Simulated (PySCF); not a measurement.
## Electron correlation in Ni (nickel, neutral)

[Ar] 3d8 4s2, high-spin 3F determinant. All numbers are calculated (PySCF 2.14, scalar relativity by spin-free X2C-1e, in x2c-TZVPPall). Frozen: [Ar]; 10 electrons correlated.

```json
{"level": "CCSD", "correlation energy (mhartree)": "-312.38"}
{"level": "(T)", "correlation energy (mhartree)": "-10.28"}
{"level": "CCSD(T)", "correlation energy (mhartree)": "-322.66"}
```

Diagnostics: T1 = 0.020, D1 = 0.0572, largest double amplitude 0.113.

Cost of the coupled-cluster step: of the order of 14 core-seconds, for 10 correlated electrons.

Iterations:

```
CC2 = 0
CCSD nocc = (np.int64(6), np.int64(4)), nmo = (55, 55)
frozen orbitals [[0, 1, 2, 3, 4, 5, 6, 7, 8], [0, 1, 2, 3, 4, 5, 6, 7, 8]]
max_cycle = 100
direct = 0
conv_tol = 1e-08
conv_tol_normt = 1e-06
diis_space = 8
diis_start_cycle = 0
Init t2, MP2 energy = -0.31890604372274
Init E_corr(UCCSD) = -0.318906043734859
cycle = 1  E_corr(UCCSD) = -0.301700771928261  dE = 0.0172052718  norm(t1,t2) = 0.0839486
cycle = 2  E_corr(UCCSD) = -0.310870129996182  dE = -0.00916935807  norm(t1,t2) = 0.0312118
cycle = 3  E_corr(UCCSD) = -0.310663150678333  dE = 0.000206979318  norm(t1,t2) = 0.0157993
cycle = 4  E_corr(UCCSD) = -0.312267267268755  dE = -0.00160411659  norm(t1,t2) = 0.00706357
cycle = 5  E_corr(UCCSD) = -0.312392388209235  dE = -0.00012512094  norm(t1,t2) = 0.00117331
cycle = 6  E_corr(UCCSD) = -0.312372568403001  dE = 1.98198062e-05  norm(t1,t2) = 0.000677774
cycle = 7  E_corr(UCCSD) = -0.312380397045031  dE = -7.82864203e-06  norm(t1,t2) = 0.00027078
cycle = 8  E_corr(UCCSD) = -0.312386489736982  dE = -6.09269195e-06  norm(t1,t2) = 0.00011613
cycle = 9  E_corr(UCCSD) = -0.312384255209744  dE = 2.23452724e-06  norm(t1,t2) = 5.75064e-05
cycle = 10  E_corr(UCCSD) = -0.312384185260201  dE = 6.99495436e-08  norm(t1,t2) = 1.85288e-05
cycle = 11  E_corr(UCCSD) = -0.312384365828677  dE = -1.80568477e-07  norm(t1,t2) = 6.98204e-06
cycle = 12  E_corr(UCCSD) = -0.312384180796621  dE = 1.85032057e-07  norm(t1,t2) = 2.75836e-06
cycle = 13  E_corr(UCCSD) = -0.312384206850511  dE = -2.60538905e-08  norm(t1,t2) = 7.33292e-07
cycle = 14  E_corr(UCCSD) = -0.312384192907234  dE = 1.39432774e-08  norm(t1,t2) = 2.86154e-07
cycle = 15  E_corr(UCCSD) = -0.312384198884262  dE = -5.97702798e-09  norm(t1,t2) = 1.16354e-07
UCCSD converged
E(UCCSD) = -1519.401808400114  E_corr = -0.3123841988842616
UCCSD(T) correction = -0.0102765704688032
```
